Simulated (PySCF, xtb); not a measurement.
C₂H₆N₂Si, SMILES C#C[SiH](N)N.

GFN2-xTB (xtb 6.7.1) at its own geometry gives an orbital gap of 5.14 eV and a dipole moment of 1.90 D.

The structure is a stationary point at PBE-D3(BJ)/def2-SVP. This is a generated structure with no PubChem entry under its InChIKey; it may be hypothetical. Other conformers were not sampled.

What does PySCF with ωB97X/def2-TZVP give? (The exact figures need the calculation; the answer reports its results.)

gap 12.04 eV (levels -9.93 and 2.11 eV), dipole 0.33 D.
